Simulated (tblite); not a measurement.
Start geometry of `[CH2][C@@]1(C=C)C[C@H]1C=O` [radical] from a force field or distance geometry (Å):
```
atom  x, y, z in Å
C1    -0.7309    0.2844    1.8544
C2     0.1372   -0.0616    0.6748
C3     1.5130    0.5299    0.7713
C4     2.3138    0.6612   -0.2857
C5    -0.0668   -1.3891    0.0030
C6    -0.5560   -0.1184   -0.6622
C7    -2.0076    0.1899   -0.5580
O8    -2.7089   -0.2013    0.3548
H9    -1.3401    1.1925    1.6686
H10   -1.3225   -0.5821    2.1934
H11    1.8313    0.8829    1.7373
H12    2.0805    0.3369   -1.2707
H13    3.2867    1.1114   -0.0866
H14   -0.7865   -2.0333    0.5468
H15    0.7749   -1.8915   -0.4784
H16   -0.0075    0.2928   -1.5136
H17   -2.4178    0.8074   -1.3610
```

What comes out of this run: GFN2-xTB geometry optimisation, gas phase (tblite 0.8.0)?

```
atom  x, y, z in Å
C1    -0.6707    0.1639    1.9225
C2     0.1162   -0.0440    0.7757
C3     1.3969    0.6897    0.6986
C4     2.3378    0.5500   -0.2221
C5    -0.0723   -1.3026   -0.0319
C6    -0.6631   -0.1142   -0.7029
C7    -2.0951    0.0972   -0.7324
O8    -2.9024   -0.4175    0.0133
H9    -0.4319    0.9478    2.6164
H10   -1.5843   -0.3799    2.0676
H11    1.5465    1.3994    1.5013
H12    2.2572   -0.1346   -1.0500
H13    3.2443    1.1282   -0.1813
H14   -0.7837   -2.0110    0.3697
H15    0.8063   -1.7517   -0.4697
H16   -0.0886    0.3785   -1.4743
H17   -2.4202    0.8128   -1.5126
```

The energy falls by 0.825 eV over 84 L-BFGS steps, the largest force on an atom goes from 2.15 to 0.007 eV/Å, and the atoms move by 0.426 Å rms after alignment. The bond that changes most is C2–C6 (ends: carbon bonded to 4 C; carbon bonded to 3 C and H), which lengthens by 0.166 Å. Bonds longer at the end by more than 0.005 Å: 5 of 17; shorter: 11. Among the angles that change most is C2–C1–H10, from 111.7° to 120.8°. Among the dihedrals that turn most is H9–C1–C2–C3, from 93° to 11°. Rotational constants go from 4319, 1525, 1372 to 4214, 1456, 1278 MHz. The orientation of the end geometry is arbitrary; only internal coordinates are fixed.

Its GFN2-xTB frequencies are all real (lowest 98 cm⁻¹). 3 starts were optimised and ended at 0.00, 0.78 and 0.78 kcal/mol (GFN2-xTB); the lowest of these is shown.

One conformer stands for the species.

The numbers are calculated, not measured.
